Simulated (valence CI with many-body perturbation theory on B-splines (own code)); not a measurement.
Values are calculated unless marked as measured or tabulated.
**From CI to CI+MBPT in Sr XXVI**

Level of theory: valence CI with perturbative core correlation (CI+MBPT): three valence electrons over a frozen Dirac-Fock core [Ne], a basis of 11 s, 11 p, 9 d, 7 f, 5 g, 2 h, 1 i functions for each j, with the one-electron correlation potential Σ1, the two-electron term Σ2, the three-electron term Σ3, Breit, model QED; selected CI, second order for the rest (own B-spline code, finite nucleus).

No measured levels were compared; by estimate levels of excited configurations hold to 0.05 to 0.15 % of their energy, terms of the ground configuration to about 0.5 %.

Each rung adds one term. CI alone is the Dirac-Coulomb CI over the frozen core; QED comes last and gives the full result, which names the levels. Energies are above 3s2 3p 2P°_1/2 on the same rung, in cm⁻¹.

Names give the largest LS component (configuration and term), which can be under half, so a name can repeat, a term be missing and a line seem to break the LS rules; names also repeat where a configuration has a term twice.

| Level | CI alone | + Σ1 | + Σ2 | + Σ3 | + Breit | Full |
| --- | --- | --- | --- | --- | --- | --- |
| 3s2 3p 2P°_3/2 | 128233 | 128515 | 128658 | 128663 | 126205 | 126461 |
| 3s 3p2 4P_1/2 | 454377 | 453100 | 454261 | 454393 | 456394 | 453467 |
| 3s 3p2 4P_3/2 | 527064 | 525995 | 527574 | 527733 | 527938 | 525214 |
| 3s 3p2 4P_5/2 | 571047 | 570034 | 571321 | 571464 | 570726 | 568079 |
| 3s 3p2 2D_3/2 | 655463 | 654464 | 654665 | 654776 | 654094 | 651691 |
| 3s 3p2 2D_5/2 | 704130 | 703335 | 704222 | 704358 | 701872 | 699645 |
| 3s 3p2 2P_1/2 | 735999 | 734912 | 731486 | 731444 | 732131 | 729287 |
| 3s 3p2 2S_1/2 | 863198 | 862410 | 859987 | 859919 | 858190 | 855646 |
| 3s 3p2 2P_3/2 | 871849 | 870995 | 866894 | 866863 | 864831 | 862541 |
| 3s2 3d 2D_3/2 | 943311 | 942407 | 938251 | 937979 | 934479 | 933812 |
| 3s2 3d 2D_5/2 | 959577 | 958858 | 954967 | 954672 | 949747 | 949453 |
| 3p3 2D°_3/2 | 1166740 | 1164420 | 1163390 | 1163640 | 1165330 | 1160110 |
| 3p3 2D°_5/2 | 1233440 | 1231330 | 1232090 | 1232430 | 1231160 | 1226750 |
| 3p3 4S°_3/2 | 1244930 | 1242740 | 1241580 | 1241770 | 1241550 | 1236860 |
| 3s 3p 3d 4F°_3/2 | 1266300 | 1264110 | 1264040 | 1264100 | 1262880 | 1259380 |
| 3s 3p 3d 4F°_5/2 | 1289640 | 1287530 | 1287820 | 1287840 | 1285480 | 1282420 |
| 3s 3p 3d 4F°_7/2 | 1328550 | 1326580 | 1326810 | 1326820 | 1323090 | 1320260 |
| 3p3 2P°_1/2 | 1352390 | 1350340 | 1348580 | 1348710 | 1348420 | 1343460 |
| 3s 3p 3d 4P°_5/2 | 1361010 | 1358970 | 1356870 | 1356710 | 1354160 | 1351110 |

Q: How does the ionisation energy move along the ladder, and which term matters most?

A: CI alone 1221.5, + Σ1 1222.4, + Σ2 1222.2, + Σ3 1222.2, + Breit 1221.4, + QED 1221.4 eV. The largest step is Σ1, 0.9 eV, with Breit about as large (-0.8). NIST lists 1211 ± 6 eV (semi-empirical).
